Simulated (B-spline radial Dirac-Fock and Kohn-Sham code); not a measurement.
ΔSCF core binding energies without Breit or QED terms, calculated with an atomic code on a B-spline grid.

A sound run for the Gd⁴⁺ ion, [Xe] 4f6: The ground state converged in 11 iterations, with total energy -11271.45848 Ha, virial ratio 1.91721 and highest orbital energy -65.30 eV. ΔSCF binding energies: K (1s) 50513.7 eV, L3 (2p3/2) 7321.9 eV, M5 (3d5/2) 1251.2 eV.

A second run, with one unsound setting: The ground state converged in 11 iterations, with total energy -10167.51349 Ha, virial ratio 2.07215 and highest orbital energy -68.99 eV. ΔSCF binding energies: K (1s) 38188.5 eV, L3 (2p3/2) 7390.0 eV, M5 (3d5/2) 1273.6 eV.

```
iter   energy (Ha)        error
   1   -10129.52347713  2.95e+00
   2   -10150.48778329  1.17e+00
   3   -10166.31968941  3.19e-01
   4   -10167.40839148  1.08e-01
   5   -10167.49998346  3.04e-02
   6   -10167.51024182  1.67e-02
   7   -10167.51341684  2.82e-03
   8   -10167.51348962  6.60e-04
   9   -10167.51349419  3.20e-05
  11   -10167.51349420  4.20e-08
```

Task: Which fault fits the second run best?
A. overfilled shell
B. too few iterations
C. unbound anion
D. nuclear radius in wrong units

Result: D. The input had radius_factor = 100.0: radius_factor inflates the nucleus far beyond its size, which weakens the binding of the inner electrons.
